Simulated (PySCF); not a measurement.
An unknown is described by computed data only.

Formula: C8H8OSi.

* 13C NMR: chemical shifts (computed TMS as zero) by class: 158.6 (1 C), 156.3 (1 C), 155.9 (1 C), 148.0 (1 C), 135.7 (1 C), 118.4 (1 C), 117.7 (1 C), 113.7 (1 C) ppm [GIAO B3LYP/pcSseg-1]
* UV, strongest line: among the 10 lowest singlet transitions: S3 at 5.30 eV (234 nm, f = 0.405) [TDDFT PBE0/def2-SVPD]
* Dipole: 1.64 D [PBE0/def2-SVPD]
* Valence photoelectron: vertical ionisation energy: 7.75 eV [ΔSCF PBE0/def2-SVPD]
* UV, first state: lowest singlet excitation: 3.81 eV (325 nm, f = 0.151) [TDDFT PBE0/def2-SVPD]
* Rotational structure: rotational constants A, B, C: 3.690, 0.657, 0.561 GHz [PBE0-D3(BJ)/def2-SVP]
* NMR, other nuclei: isotropic shieldings of nuclei other than C and H, by class: 32 (1 O), 378 (1 Si) ppm [GIAO B3LYP/pcSseg-1]
* Triplet: lowest triplet excitation (Tamm–Dancoff): 2.27 eV [TDA PBE0/def2-SVPD]

Electronic properties: PySCF, gas phase, density fitting. Levels stand in brackets. One conformer (not necessarily the lowest) at the PBE0-D3(BJ)/def2-SVP geometry, without solvent, vibrations or thermal averaging. Each NMR value is the plain mean over a class of atoms that symmetry, rotation or inversion makes alike.

Question: What is the compound? Reason from the data.

Answer: Numbering: `[CH:1]1=[CH:2][C:3]([c:4]2[cH:5][cH:6][cH:7][o:8]2)=[CH:9][SiH2:10]1`. Its formula, C8H8OSi, gives 6 degrees of unsaturation: 2 rings and 4 π bonds in the structure found (Kekulé form). 8 carbons fall into 8 classes; from least to most shielded: substituted aromatic carbon [C4] (158.6 ppm), alkene CH carbon [C2] (156.3 ppm), fully substituted alkene carbon [C3] (155.9 ppm), aromatic CH next to a ring oxygen [C7] (148.0 ppm), alkene CH carbon [C1] (135.7 ppm), alkene CH carbon [C9] (118.4 ppm), aromatic CH carbon [C6] (117.7 ppm), aromatic CH carbon [C5] (113.7 ppm). The other shieldings belong to: 32 ppm, furan-type oxygen [O8]; 378 ppm, SiH2 silicon [Si10]. S1 is mainly HOMO→LUMO (weight 0.96); the largest Löwdin shares of the orbital it empties are 0.23 on an alkene CH carbon, 0.14 on the aromatic CH next to a ring oxygen, 0.12 on the substituted aromatic carbon and 0.12 on the fully substituted alkene carbon, of the orbital it fills 0.19 on an alkene CH carbon, 0.16 on the fully substituted alkene carbon, 0.12 on an alkene CH carbon and 0.11 on an alkene CH carbon. The optimised geometry has point group Cs and is an asymmetric top. Structure: `C1=CC(c2ccco2)=C[SiH2]1`. The assignments are read from this structure; whether some other isomer fits the data as well wasn't checked.

Shape of the structure used: `[CH:1]1=[CH:2][C:3]([c:4]2[cH:5][cH:6][cH:7][o:8]2)=[CH:9][SiH2:10]1`: C2–C3–C4–C5 -1°.
